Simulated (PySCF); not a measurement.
**SeO₂Cl₂, singlet: data card**

All numbers come from PBE0 in PySCF with Se def2-TZVP, O def2-TZVP, Cl def2-TZVP; no relativity; density-fitted integrals.

The structure is a minimum.

- Point group: C2v
- Bond lengths: Se–Cl 2.148 Å (×2), Se–O 1.584 Å (×2)
- Bond angles: Cl–Se–Cl 99.6°, Cl–Se–O 108.1° (×4), O–Se–O 122.5°
- Rotational constants: 0.09071, 0.06746, 0.05397 cm⁻¹
- Highest occupied level: -9.84 eV
- Dipole moment: 2.16 D
- Enthalpy at 298.15 K above 0 K: 18.05 kJ/mol
- Principal polarisabilities: 47.9, 57.9, 66.0 bohr³
- Principal quadrupole moments (Buckingham, traceless) about the centre of mass: -6.62, -0.17, 6.78 D Å
- Entropy at 298.15 K and 1 bar: 330.6 J/(mol K)
- Lowest empty level: -3.96 eV
- Heat capacity Cp at 298.15 K: 84.7 J/(mol K)
- Atomisation energy without zero-point energy: 1137 kJ/mol
- Rotational symmetry number: 2
- Zero-point energy: 25.0 kJ/mol

Harmonic modes (masses in u: Se 79.917, O 15.995, Cl 34.969):
```
symmetry  ω (cm⁻¹)  IR (km/mol)  μ (u)     type
      a1       161          0.0  33.38     bend
      a2       210          0.0  18.47     bend
      b2       255          6.9  24.10     bend
      b1       305         13.4  20.43     bend
      a1       329         10.6  19.40     bend
      b1       417          151  43.18    mixed
      a1       418         71.6  36.01    mixed
      a1      1000         63.7  17.25  stretch
      b2      1080         91.5  19.79  stretch
```

In C2v the vibrations span 4a1 + a2 + 2b2 + 2b1. The a2 mode carries no infrared intensity, as symmetry demands.

Charges (e):
| atom | Mulliken | Löwdin | polar tensor | Mayer order to Se1 |
| --- | --- | --- | --- | --- |
| Se1 | 1.04 | 0.32 | 2.17 | – |
| O2,3 | -0.42 | -0.29 | -0.65 | 1.77 |
| Cl4,5 | -0.10 | 0.13 | -0.43 | 0.98 |

Mulliken populations on Se1: s 7.47, p 14.54, d 10.83, f 0.12.

Counting electrons, selenium keeps none of its valence electrons outside its bonds, so the VSEPR class is AX4 and the expected shape is tetrahedral; with unlike ligands the computed point group is C2v.

This need not be the most stable arrangement of these atoms.

The final relaxation and frequency run took 94 s on 4 threads of a shared Arm Neoverse V1 host, with 184 basis functions and 14 gradients; the process peaked at 2.1 GiB. Launch command: `OMP_NUM_THREADS=4 python axn.py task.json out`.
